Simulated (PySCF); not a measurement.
**`O[SiH2][Si@H](O[SiH2]N)N`, H10N2O2Si3**

Geometry:
| atom | x (Å) | y (Å) | z (Å) |
| --- | --- | --- | --- |
| N1 | -1.268 | 0.753 | 1.808 |
| Si2 | -2.049 | -0.199 | 0.572 |
| O3 | -0.897 | -0.774 | -0.388 |
| Si4 | 0.456 | -0.580 | -1.327 |
| N5 | 1.353 | -2.047 | -1.402 |
| Si6 | 1.724 | 1.087 | -0.406 |
| O7 | 0.800 | 2.101 | 0.458 |
| H8 | -0.628 | 0.263 | 2.417 |
| H9 | -1.860 | 1.341 | 2.372 |
| H10 | -2.732 | -1.396 | 1.061 |
| H11 | -2.900 | 0.754 | -0.132 |
| H12 | -0.133 | -0.456 | -2.666 |
| H13 | 0.903 | -2.892 | -1.715 |
| H14 | 2.047 | -2.265 | -0.707 |
| H15 | 2.794 | 0.582 | 0.482 |
| H16 | 2.351 | 1.975 | -1.386 |
| H17 | 0.032 | 1.764 | 0.949 |

Method: PySCF, GIAO KT3/6-311G** magnetisability, rotational g tensor and spin-rotation constants, non-relativistic, gas phase. Geometry: GFN2-xTB.

(1) Give the nuclear spin-rotation constants along the inertial axes (H = +C I·J) beside the isotropic shieldings.

Answers

(1) Rotational constants 1.6596, 1.1954, 0.7612 GHz. A star marks the isotopologue with that one atom substituted, in its own axes.
| atom | isotope | Caa (kHz) | Cbb (kHz) | Ccc (kHz) | mean (kHz) | σ (ppm) |
| --- | --- | --- | --- | --- | --- | --- |
| N1 | 14N | 0.056 | 0.054 | 0.037 | 0.049 | 232.9 |
| N5 | 14N | 0.068 | 0.055 | 0.033 | 0.052 | 230.6 |
| H8 | 1H | -0.202 | -0.148 | 0.005 | -0.115 | 31.6 |
| H9 | 1H | -0.055 | -0.093 | -0.096 | -0.081 | 31.5 |
| H10 | 1H | -0.084 | -0.012 | -0.041 | -0.046 | 26.6 |
| H11 | 1H | -0.120 | -0.102 | 0.027 | -0.065 | 27.0 |
| H12 | 1H | -0.148 | -0.064 | 0.022 | -0.064 | 26.9 |
| H13 | 1H | -0.209 | 0.033 | -0.092 | -0.089 | 30.9 |
| H14 | 1H | -0.199 | -0.120 | -0.002 | -0.107 | 31.1 |
| H15 | 1H | -0.128 | -0.090 | 0.029 | -0.063 | 26.8 |
| H16 | 1H | -0.051 | -0.065 | -0.024 | -0.047 | 27.0 |
| H17 | 1H | 0.005 | -0.084 | -0.068 | -0.049 | 26.9 |
| Si2 | 29Si* | -0.908 | -0.682 | -0.443 | -0.677 | 407.5 |
| O3 | 17O* | -0.276 | -0.127 | -0.087 | -0.163 | 243.5 |
| Si4 | 29Si* | -0.962 | -0.694 | -0.446 | -0.701 | 396.4 |
| Si6 | 29Si* | -0.860 | -0.680 | -0.458 | -0.666 | 411.5 |
| O7 | 17O* | -0.144 | -0.067 | -0.031 | -0.081 | 325.5 |

For the geometry as given, no vibrational averaging.
